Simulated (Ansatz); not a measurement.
Isolated molecules relaxed with PBE0-D4/def2-TZVP in Ansatz; ΔE leaves out vibrations. CCSD(T)/CBS is the MP2 limit (def2-TZVPP, def2-QZVPP) plus CCSD(T) − MP2 in def2-TZVPP, frozen cores. This one scheme is used for every species. DFT in def2-TZVPP. B3LYP here is the variant with VWN-RPA as its local correlation; programs differ in this. HSE06 is defined as in plane-wave codes. def2 core potentials past Kr. For As, Te outer-core shells are correlated without core-valence functions, which leaves a few kJ/mol of doubt a bond. Scalar relativity is left out up to krypton. One conformer a species, not always the lowest.

Reaction (formal exchange of groups at the As–Te bond): `N[AsH][TeH]` + BH₃ → `B[AsH]N` + H₂Te

`N[AsH][TeH]`:

```xyz
7

N     0.254    1.294    0.553
As   -0.492   -0.307    1.073
Te   -1.269   -1.517   -1.110
H    -0.456    1.994    0.381
H     0.866    1.245   -0.250
H     0.838   -1.044    1.093
H     0.259   -1.665   -1.740
```

BH₃:

```xyz
4

B     0.000    0.000    0.000
H    -0.632    0.998   -0.169
H    -0.497   -0.934    0.552
H     1.128   -0.064   -0.383
```

`B[AsH]N`:

Cartesian coordinates in Å:
```
B -0.276 -1.277 -0.696
As 0.867 -0.147 0.448
N -0.056 1.427 0.777
H -1.466 -1.259 -0.594
H 0.261 -2.090 -1.387
H 1.831 0.339 -0.619
H -0.214 1.539 1.769
H -0.947 1.469 0.302
```

H₂Te:

Z-matrix (Å, degrees):
```
Te
H 1 1.656
H 1 1.656 2 90.4
```

```json
{"level": "LDA (SPW92)", "ΔE (kJ/mol)": "22.9", "difference from CCSD(T)/CBS": "-18.9"}
{"level": "PBE-D4", "ΔE (kJ/mol)": "39.4", "difference from CCSD(T)/CBS": "-2.4"}
{"level": "revPBE-D4", "ΔE (kJ/mol)": "42.1", "difference from CCSD(T)/CBS": "0.3"}
{"level": "BLYP-D4", "ΔE (kJ/mol)": "51.3", "difference from CCSD(T)/CBS": "9.5"}
{"level": "r2SCAN-D4", "ΔE (kJ/mol)": "39.3", "difference from CCSD(T)/CBS": "-2.5"}
{"level": "B97M-V", "ΔE (kJ/mol)": "28.3", "difference from CCSD(T)/CBS": "-13.5"}
{"level": "PBE0-D4", "ΔE (kJ/mol)": "40.2", "difference from CCSD(T)/CBS": "-1.6"}
{"level": "B3LYP-D4", "ΔE (kJ/mol)": "50.0", "difference from CCSD(T)/CBS": "8.2"}
{"level": "r2SCANh-D4", "ΔE (kJ/mol)": "39.8", "difference from CCSD(T)/CBS": "-2.0"}
{"level": "r2SCAN0-D4", "ΔE (kJ/mol)": "40.5", "difference from CCSD(T)/CBS": "-1.3"}
{"level": "HSE06-D4", "ΔE (kJ/mol)": "40.8", "difference from CCSD(T)/CBS": "-1.0"}
{"level": "BHLYP-D4", "ΔE (kJ/mol)": "52.2", "difference from CCSD(T)/CBS": "10.4"}
{"level": "CAM-B3LYP-D4", "ΔE (kJ/mol)": "41.3", "difference from CCSD(T)/CBS": "-0.5"}
{"level": "ωB97X-V", "ΔE (kJ/mol)": "38.5", "difference from CCSD(T)/CBS": "-3.3"}
{"level": "ωB97M-V", "ΔE (kJ/mol)": "41.1", "difference from CCSD(T)/CBS": "-0.7"}
{"level": "B2PLYP", "ΔE (kJ/mol)": "44.2", "difference from CCSD(T)/CBS": "2.4"}
{"level": "PBE-QIDH", "ΔE (kJ/mol)": "38.8", "difference from CCSD(T)/CBS": "-3.0"}
{"level": "PBE", "ΔE (kJ/mol)": "36.5", "difference from CCSD(T)/CBS": "-5.3"}
{"level": "revPBE", "ΔE (kJ/mol)": "39.6", "difference from CCSD(T)/CBS": "-2.2"}
{"level": "BLYP", "ΔE (kJ/mol)": "46.0", "difference from CCSD(T)/CBS": "4.2"}
{"level": "r2SCAN", "ΔE (kJ/mol)": "38.7", "difference from CCSD(T)/CBS": "-3.1"}
{"level": "r2SCANh", "ΔE (kJ/mol)": "39.1", "difference from CCSD(T)/CBS": "-2.7"}
{"level": "HSE06", "ΔE (kJ/mol)": "38.0", "difference from CCSD(T)/CBS": "-3.8"}
{"level": "BHLYP", "ΔE (kJ/mol)": "45.3", "difference from CCSD(T)/CBS": "3.5"}
{"level": "CAM-B3LYP", "ΔE (kJ/mol)": "38.2", "difference from CCSD(T)/CBS": "-3.6"}
{"level": "LC-ωPBE", "ΔE (kJ/mol)": "30.7", "difference from CCSD(T)/CBS": "-11.1"}
{"level": "RPA@PBE/def2-TZVPP", "ΔE (kJ/mol)": "32.4", "difference from CCSD(T)/CBS": "-9.4"}
{"level": "HF/def2-SVP", "ΔE (kJ/mol)": "46.6", "difference from CCSD(T)/CBS": "4.8"}
{"level": "MP2/def2-SVP", "ΔE (kJ/mol)": "41.0", "difference from CCSD(T)/CBS": "-0.8"}
{"level": "CCSD/def2-SVP", "ΔE (kJ/mol)": "34.7", "difference from CCSD(T)/CBS": "-7.1"}
{"level": "CCSD(T)/def2-SVP", "ΔE (kJ/mol)": "34.2", "difference from CCSD(T)/CBS": "-7.6"}
{"level": "HF/def2-TZVPP", "ΔE (kJ/mol)": "49.9", "difference from CCSD(T)/CBS": "8.1"}
{"level": "SCS-MP2/def2-TZVPP", "ΔE (kJ/mol)": "44.6", "difference from CCSD(T)/CBS": "2.8"}
{"level": "CCSD/def2-TZVPP", "ΔE (kJ/mol)": "33.0", "difference from CCSD(T)/CBS": "-8.8"}
{"level": "CCSD(T)/def2-TZVPP", "ΔE (kJ/mol)": "33.4", "difference from CCSD(T)/CBS": "-8.4"}
{"level": "MP2/def2-QZVPP", "ΔE (kJ/mol)": "48.4", "difference from CCSD(T)/CBS": "6.6"}
{"level": "SCS-MP2/def2-QZVPP", "ΔE (kJ/mol)": "49.1", "difference from CCSD(T)/CBS": "7.3"}
{"level": "HF/CBS(def2)", "ΔE (kJ/mol)": "51.0", "difference from CCSD(T)/CBS": "9.2"}
{"level": "MP2/CBS(def2)", "ΔE (kJ/mol)": "51.6", "difference from CCSD(T)/CBS": "9.8"}
{"level": "CCSD/CBS(def2)", "ΔE (kJ/mol)": "41.4", "difference from CCSD(T)/CBS": "-0.4"}
{"level": "CCSD(T)/CBS", "ΔE (kJ/mol)": "41.8", "difference from CCSD(T)/CBS": "0"}
```

(1) What do rigid-rotor, harmonic-oscillator terms from PBE0-D4/def2-TZVP frequencies (298.15 K, 1 bar) make of the CCSD(T)/CBS value? (Best estimate.)

Largest T1 diagnostic among the species: 0.014.

## Answers

(1) Ansatz gave: ΔZPE = -3.5 kJ/mol, ΔH = +37.3 kJ/mol, ΔS = 9 J/(mol·K), ΔG = +34.5 kJ/mol.

At CCSD(T), def2-SVP lies −7.6 kJ/mol from the extrapolated value and def2-TZVPP −8.4 kJ/mol. In def2-TZVPP, CCSD(T) changes the Hartree–Fock value by −16.5 kJ/mol (the triples alone add +0.3 kJ/mol) and MP2 by −6.7 kJ/mol.
